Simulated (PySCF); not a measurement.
**B+: ionisation energy**

B+ [He] 2s2 (1S) → B(2+) [He] 2s1 (2S), as a difference of total energies. Computed with PySCF 2.14 in jorge-DZP-DKH, with scalar relativity by spin-free X2C-1e. Correlated levels: valence: 1s2 frozen. The calculations carry no spin-orbit coupling.

Order these methods by the ionisation energy they give, lowest first.
A. UHF
B. CCSD (valence)
C. SCS-MP2 (valence)
D. TPSS

A (23.437 eV), C (24.522 eV), D (24.648 eV), B (25.048 eV).

Errors of the correlated levels include the incompleteness of this basis and the frozen core.

With two correlated electrons CCSD is exact in that space.

The coupled-cluster amplitudes are large for B+ (T1 above 0.03 or a double amplitude above 0.15), so a single reference is strained.

For comparison: 25.155 eV (measured; NIST Atomic Spectra Database, ionization energies).
